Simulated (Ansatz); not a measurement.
Stepwise reaction of `CB(C)[SiH2]N` with hydrogen, as a gas-phase model of exchange steps in deposition or etching. ΔE in kJ/mol.

Computed with Ansatz on PBE0-D4/def2-TZVP structures; ΔE is electronic, products minus reactants. CBS: MP2 limit from def2 TZ/QZ plus the TZ coupled-cluster correction, frozen cores. This one scheme is used for every species. Functionals use def2-TZVPP. B3LYP here is the variant with VWN-RPA as its local correlation; programs differ in this. One conformer a species, not always the lowest.

```csv
step,reaction,PBE-D4,B3LYP-D4,ωB97M-V,CCSD(T)/CBS
2,`CB[SiH2]N` + H₂ → `B[SiH2]N` + CH₄,-10.0,-18.5,-16.8,-18.0
```

Problem. Give the row of step 1, `CB(C)[SiH2]N` + H₂ → `CB[SiH2]N` + CH₄. (An estimate is asked.)

Solution. Ansatz gave: 
| step | reaction | PBE-D4 | B3LYP-D4 | ωB97M-V | CCSD(T)/CBS |
| --- | --- | --- | --- | --- | --- |
| 1 | `CB(C)[SiH2]N` + H₂ → `CB[SiH2]N` + CH₄ | -15.8 | -23.4 | -21.4 | -21.7 |

Problem. By hand: ΔE of the 2 steps together at CCSD(T)/CBS.

Solution. (-21.7) + (-18.0) = -39.7 kJ/mol, or -19.9 kJ/mol a step.

In ΔE the steps differ by no more than 3.7 kJ/mol. All are downhill at CCSD(T)/CBS. PBE-D4 differs from CCSD(T)/CBS by 5.9 to 8.0 kJ/mol a step. Isolated molecules leave out the surface, adducts and barriers. Largest T1 diagnostic: 0.011.
